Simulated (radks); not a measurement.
Values are calculated unless marked as measured or tabulated.
Dynamic dipole polarisability and lines of the scandium ion Sc10+, [Ne] 3s1. Level of theory: scalar-relativistic Kohn-Sham, LB94 model potential, spin-polarised, spherical densities, finite nucleus; open shells are filled with parallel spins first; Fermi nuclear charge, rms radius of each element as measured or else 0.836 A^(1/3) + 0.57 fm (a radial shooting solver on a logarithmic mesh with Libxc functionals). Time-dependent linear response with the Hartree and adiabatic LDA kernel, continuum included through the Sternheimer equations, no spin-orbit coupling, so fine structure and intercombination lines are absent. Lines are the poles of the dipole polarisability below minus the highest occupied eigenvalue, found on a grid refined at the orbital gaps; the lowest seven at most are given, and weak or close lines can be missed. The first line takes the name of the lowest orbital gap if no other gap lies below it; otherwise a line is named after a gap within 0.6 % of it, if that gap stands alone.

| photon energy (eV) | alpha (bohr^3) |
|---|---|
| 0 | 0.5592 |
| 4.148 | 0.5744 |
| 29.036 | -1.434 |
| 53.924 | -0.1126 |
| 78.813 | -0.02442 |
| 103.70 | 0.01248 |
| 128.59 | 0.3063 |
| 153.48 | -0.008138 |
| 178.37 | -0.1406 |
| 203.25 | -0.02337 |
| 228.14 | 0.009256 |

Lines (eV, oscillator strength): 24.874 (49.84 nm, 3s-3p), f = 0.443; 130.39 (9.509 nm, unassigned), f = 0.191; 177.51 (6.985 nm, 3s-5p), f = 0.0596; 201.63 (6.149 nm, 3s-6p), f = 0.0274; 215.74 (5.747 nm, 3s-7p), f = 0.0152; 224.72 (5.517 nm, 3s-8p), f = 0.00937; 230.78 (5.372 nm, unassigned), f = 0.00623. Higher lines, where found, are left out when the end of the mesh affects them. Those listed give 97 % of the static polarisability (sum of f/w^2). Orbital energy gaps for comparison: 3s-3p 23.232 eV; 3s-4p 131.34 eV; 3s-5p 177.87 eV; 3s-6p 201.82 eV; 3s-7p 215.85 eV. At laser wavelengths: 1550 nm 0.5598, 1064 nm 0.5604, 780 nm 0.5614, 532 nm 0.5639, 355 nm 0.5699, 266 nm 0.5786, 193 nm 0.5972 bohr^3.
